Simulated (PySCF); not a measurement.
Species: 4-tert-butylthiophenol, C10H14S.
Atom-mapped SMILES: `[CH3:1][C:2]([CH3:3])([CH3:4])[c:5]1[cH:6][cH:7][c:8]([SH:9])[cH:10][cH:11]1` (hydrogens: H12, H13, H14 on C1; H15, H16, H17 on C3; H18, H19, H20 on C4; H21 on C6; H22 on C7; H23 on S9; H24 on C10; H25 on C11)

Computed by this run: PySCF, PBE0-D3(BJ)/def2-SVP geometry optimisation, gas phase; density fitting, grid level 2; the optimiser is geomeTRIC in internal coordinates, started from a GFN2-xTB structure.

Step 0: E = -21407.3687 eV
```
atom  x, y, z in Å  |  force x, y, z in eV/Å
C1     -1.9123    1.3554   -0.2260    0.190  -0.432   0.236
C2     -1.3409    0.0621    0.3723   -0.241   0.013   0.051
C3     -1.6393    0.0589    1.8740    0.171  -0.002  -0.598
C4     -2.0341   -1.1545   -0.2571    0.231   0.403   0.244
C5      0.1474   -0.0062    0.0700   -0.358   0.022   0.128
C6      0.5804   -0.0113   -1.2549    0.077  -0.011   0.046
C7      1.9192   -0.0718   -1.5805    0.027   0.000  -0.005
C8      2.8742   -0.1293   -0.5744    0.781  -0.034  -0.045
S9      4.5835   -0.2037   -1.0297   -0.186   0.014  -0.495
C10     2.4672   -0.1255    0.7495   -0.070   0.003   0.019
C11     1.1199   -0.0644    1.0602    0.006  -0.003  -0.025
H12    -1.7832    1.3845   -1.3044    0.035   0.058  -0.460
H13    -1.4096    2.2207    0.2015    0.173   0.379   0.136
H14    -2.9754    1.4312   -0.0076   -0.470   0.060   0.058
H15    -1.2752   -0.8513    2.3448    0.157  -0.347   0.263
H16    -1.1908    0.9199    2.3640    0.189   0.322   0.274
H17    -2.7152    0.1084    2.0286   -0.419   0.020   0.086
H18    -1.6098   -2.0754    0.1377    0.138  -0.398   0.131
H19    -1.9180   -1.1627   -1.3373    0.030  -0.045  -0.468
H20    -3.0977   -1.1389   -0.0292   -0.475  -0.018   0.062
H21    -0.1368    0.0316   -2.0599   -0.354   0.023  -0.354
H22     2.2315   -0.0750   -2.6140    0.092   0.001  -0.480
H23     5.0597   -0.2453    0.2136    0.190  -0.015   0.415
H24     3.1990   -0.1699    1.5442    0.268  -0.016   0.323
H25     0.8454   -0.0633    2.1024   -0.181   0.003   0.456
```

Problem. Estimate the geometry and energy of step 1. (The exact step hangs on the optimiser's Hessian estimate; all steps are aligned on step 0, rigid shifts and turns removed.)

Solution. E = -21407.4365 eV, largest force 0.159 eV/Å
```
atom  x, y, z in Å  |  force x, y, z in eV/Å
C1     -1.9329    1.3526   -0.2247   -0.022   0.077  -0.033
C2     -1.3540    0.0633    0.3714    0.026  -0.002   0.006
C3     -1.6337    0.0585    1.8729   -0.043   0.002   0.084
C4     -2.0516   -1.1506   -0.2554   -0.032  -0.073  -0.036
C5      0.1425   -0.0043    0.0690    0.048  -0.003  -0.009
C6      0.5934   -0.0101   -1.2593   -0.083   0.006  -0.048
C7      1.9417   -0.0716   -1.5813    0.052  -0.002  -0.078
C8      2.9102   -0.1309   -0.5710   -0.070   0.002  -0.007
S9      4.6072   -0.2078   -1.0488    0.075  -0.005   0.140
C10     2.4800   -0.1259    0.7566    0.108  -0.005   0.049
C11     1.1227   -0.0639    1.0634   -0.058   0.003   0.070
H12    -1.7989    1.3947   -1.3168   -0.004  -0.002   0.029
H13    -1.4422    2.2394    0.2065   -0.011  -0.018  -0.009
H14    -3.0135    1.4244   -0.0175    0.025  -0.011  -0.005
H15    -1.2637   -0.8590    2.3578   -0.004   0.026  -0.020
H16    -1.1776    0.9244    2.3788   -0.007  -0.025  -0.019
H17    -2.7202    0.1090    2.0474    0.028  -0.002   0.002
H18    -1.6432   -2.0905    0.1486   -0.010   0.021  -0.006
H19    -1.9266   -1.1749   -1.3490   -0.002   0.002   0.030
H20    -3.1334   -1.1280   -0.0431    0.026   0.008  -0.007
H21    -0.1314    0.0348   -2.0775    0.034  -0.002   0.023
H22     2.2489   -0.0742   -2.6313   -0.014   0.001   0.032
H23     5.1169   -0.2513    0.2051   -0.043   0.004  -0.139
H24     3.2112   -0.1709    1.5692   -0.029   0.001  -0.016
H25     0.8373   -0.0628    2.1170    0.009   0.000  -0.033
```

The energy changes by -0.0678 eV. The first-order estimate −F·Δx gives -0.1458 eV and the mean of the old and new forces, exact on a quadratic surface, -0.0685 eV. The step makes an angle of 61° with the force vector and moves no atom by more than 0.058 Å.

What follows is the cost of the whole optimisation. On Intel Xeon Platinum 8488C, one thread, no GPU (shared host), this took 3.0 min of wall time and 1.1 GiB of memory at its peak.
